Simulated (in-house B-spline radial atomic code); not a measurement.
# How G0W0 and RPA depend on the start: Lu IV (Lu3+)

Configuration [Xe] 4f14. Computed with an all-electron radial atomic-structure program (B-spline basis): all electrons, scalar-relativistic (spin-free one-electron X2C), finite nucleus, each spin shell either full or empty, empty states to l = 9 with an (l + 1/2)⁻⁴ tail; G0W0 by contour deformation at full frequency.

Without the two-electron picture change, the correlation of inner shells comes somewhat too large for so heavy an element.

| start | mean-field 4f (eV) | G0W0 (eV) | QP weight | RPA correlation (Eh) |
| --- | --- | --- | --- | --- |
| Hartree-Fock | -48.75 | -45.58 | 0.942 | -5.9093 |
| LDA VWN5 | -36.56 | -46.13 | 0.875 | -6.4046 |
| PBE | -36.19 | -46.01 | 0.872 | -6.3996 |
| PBE0 | -39.56 | -45.98 | 0.902 | -6.2615 |
| r2SCAN | -36.13 | -45.61 | 0.883 | -6.3219 |
| HSE06 | -39.08 | -45.97 | 0.899 | -6.2709 |
| B3LYP (VWN-RPA) | -38.91 | ? | ? | ? |
| SCAN | -36.35 | -45.72 | 0.881 | -6.3352 |
| TPSS | -35.98 | -46.10 | 0.871 | -6.384 |
| BHandHLYP | -42.83 | -45.99 | 0.919 | -6.1364 |
| CAM-B3LYP | -40.87 | -46.51 | 0.909 | -6.2401 |
| LC-wPBE | -41.52 | -46.96 | 0.915 | -6.251 |
| wB97X | -41.65 | ? | ? | ? |
| PBEsol | -36.24 | -46.07 | 0.873 | -6.4018 |
| BLYP | -36.02 | -46.14 | 0.867 | -6.4019 |
| r2SCAN0 | -39.57 | -45.67 | 0.907 | -6.2089 |
| LDA exchange-only | -34.73 | -46.47 | 0.858 | -6.4079 |

(1) What G0W0 level, weight and RPA correlation energy follow from the wB97X start?

(2) What G0W0 level, weight and RPA correlation energy follow from the B3LYP (VWN-RPA) start?

(3) How much of the dependence on the start does G0W0 remove?

Answers

(1) G0W0 level -46.46 eV, weight 0.918, RPA correlation -6.2184 hartree.

(2) G0W0 level -46.13 eV, weight 0.896, RPA correlation -6.2901 hartree.

(3) The mean-field levels span 14 eV and the G0W0 levels 1.38 eV. Against 45.249 ± 0.025 eV (NIST, semi-empirical) the G0W0 removal energies are off by +0.33 to +1.71 eV, with spin-orbit coupling, Breit and QED terms left out.
